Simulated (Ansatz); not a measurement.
System: sum formula GeBrF₂, charge 0, multiplicity 2. It need not be the lowest isomer of its formula. 
Coordinates optimised at B3LYP-D3(BJ)/def2-TZVP (Ansatz, a program for electronic structure):
```
Ge
F 1 1.7414
F 1 1.7414 2 103.48
Br 1 2.3357 2 108.95 3 -115.81
```
Charge 0, spin multiplicity 2.

Total electronic energies in hartree. Correlated levels leave the core frozen unless marked. UHF or UKS for open shells. No spin-orbit coupling. Frozen are the shells of the preceding noble gas and the d and f shells that filled before the atom's block. No relativistic terms. CBS(X,Y): correlation extrapolated as X^-3; Hartree-Fock from the larger set (for Q and 5 zeta extrapolated as (X+1)exp(-9√X)). The bracket is a focal-point correction in the basis named.

```csv
level,program,energy (Eh)
PBE0-D3(BJ)/def2-TZVPD,Ansatz + dftd3,-4850.28102
PBE0-D4/def2-TZVPD,Ansatz + dftd4,-4850.28146
r2SCANh/def2-TZVPD,Ansatz,?
LC-wPBE-D3(BJ)/def2-TZVPD,Ansatz + dftd3,-4850.28762
MP2/aug-cc-pVQZ,Ansatz,-4847.78819
CCSD/6-31G*,Ansatz,-4846.69947
CCSD(T)/aug-cc-pVDZ,Ansatz,-4847.36757
"RI-MP2/CBS(def2-TZVPPD,def2-QZVPPD)+[CCSD(T)-MP2]/def2-SVPD",Ansatz,-4847.8614
"CCSD(T)/CBS(cc-pVQZ,cc-pV5Z)",Ansatz,-4847.8795
```

Task: Some entries are withheld; supply them.

Result: 
- r2SCANh/def2-TZVPD, energy (Eh): -4850.90556
